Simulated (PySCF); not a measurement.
C₄H₅ClF₄O₂S.
Z-matrix (Å and degrees, GFN2-xTB geometry), rows numbered from 1:
```
C 
C   1  1.5064
F   2  1.3683  1  110.52
C   2  1.5183  1  118.16  3  -124.18
C   4  1.5241  2  116.49  1   -67.50
F   5  1.3305  4  113.00  2   -79.38
F   5  1.3441  4  109.35  2   162.48
F   5  1.3355  4  113.73  2    44.12
S   2  1.8625  1  104.54  3   109.13
O   9  1.4215  2  108.17  1   -67.37
O   9  1.4225  2  109.80  1    63.82
Cl  9  2.0212  2  102.69  1   179.16
H   1  1.0895  2  111.20  3    72.10
H   1  1.0888  2  108.32  3   -47.66
H   1  1.0864  2  109.92  3  -166.40
H   4  1.0952  2  108.76  1   171.53
H   4  1.0961  2  108.72  1    53.83
```

Computed at PBE0/pcSseg-1 (PySCF, non-relativistic), with Q(33S) = −0.0678 b, Q(17O) = −0.0256 b, Q(35Cl) = −0.0817 b: S9, 33S (I = 3/2): χzz = -14.97 MHz, η = 0.048; O10, 17O (I = 5/2): χzz = -7.575 MHz, η = 0.230; O11, 17O (I = 5/2): χzz = -7.594 MHz, η = 0.264; Cl12, 35Cl (I = 3/2): χzz = -70.51 MHz, η = 0.115.

Q: Find the zero-field quadrupole resonance frequencies of 33S at S9.

A: From ν = (|χ|/2)√(1 + η²/3): ν = 7.487 MHz (sulfonyl sulfur).

Q: Where would the pure quadrupole (NQR) lines of 17O at O10 fall for the rigid, isolated species?

A: From the eigenvalues of H = χ/[4I(2I − 1)] × [3Iz² − I(I + 1) + η(Ix² − Iy²)], steps between neighbouring levels, labelled as for η = 0: ±1/2↔±3/2 1.200 MHz, ±3/2↔±5/2 2.249 MHz (sulfonyl oxygen).

Q: Where would the pure quadrupole (NQR) lines of 17O at O11 fall for the rigid, isolated species?

A: From the eigenvalues of H = χ/[4I(2I − 1)] × [3Iz² − I(I + 1) + η(Ix² − Iy²)], steps between neighbouring levels, labelled as for η = 0: ±1/2↔±3/2 1.223 MHz, ±3/2↔±5/2 2.248 MHz (sulfonyl oxygen).

Q: Where would the pure quadrupole (NQR) lines of 35Cl at Cl12 fall for the rigid, isolated species?

A: From ν = (|χ|/2)√(1 + η²/3): ν = 35.34 MHz (chlorine bonded to S). For 37Cl the ratio of quadrupole moments, 0.7881, gives 27.85 MHz.

Q: Apply the simplest Townes–Dailey estimate (no s hybridisation, no π bonding), ionic character = 1 − χzz/χ0, where χ0 is the coupling for one missing p electron along the bond: −109.74 MHz for 35Cl.

A: Cl12 on S9: 1 − (-70.51)/(-109.74) = 0.36. In this model a purely covalent bond gives χ0 and a free halide ion gives zero; s hybridisation or π bonding, where present, is counted here as ionic character.

In a crystal, neighbours and librations shift these lines. GFN2-xTB bond lengths can be off by several hundredths of an ångström, more for odd bonds, and the gradients follow them. These gradients aren't converged with respect to the basis.

These values come from a run that also computed NMR shieldings. Rough CPU time on one thread of a shared machine: about 2.8 min.

One conformer stands for the species.
